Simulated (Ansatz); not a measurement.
`[NH2][Sn][SH]` + `NC[SiH2]S` → `[SH][Sn][SH]` + `NC[SiH2]N`  (redistribution)

Gas-phase electronic energies from Ansatz, PBE0-D4/def2-TZVP geometries. CCSD(T)/CBS adds triple-zeta CCSD(T) − MP2 to the extrapolated MP2 energy (def2 sets, frozen cores). def2 core potentials past Kr. For Sn outer-core shells are correlated without core-valence functions, which leaves a few kJ/mol of doubt a bond. One conformer a species, not always the lowest.

```
        species  HF/def2-QZVPP energy (Eh)
`[NH2][Sn][SH]`                 -667.18690
    `NC[SiH2]S`                 -782.96681
 `[SH][Sn][SH]`                -1009.70449
    `NC[SiH2]N`                 -440.47098
```

(1) Work out ΔE.

Largest T1 diagnostic among the species: 0.016.

## Answers

(1) ΔE = (-1009.70449) + (-440.47098) − (-667.18690) − (-782.96681) = -0.02176 Eh = -57.1 kJ/mol. CCSD(T)/CBS gives -49.3 kJ/mol.

In def2-TZVPP, CCSD(T) changes the Hartree–Fock value by +8.8 kJ/mol (the triples alone add +0.9 kJ/mol) and MP2 by +8.3 kJ/mol.
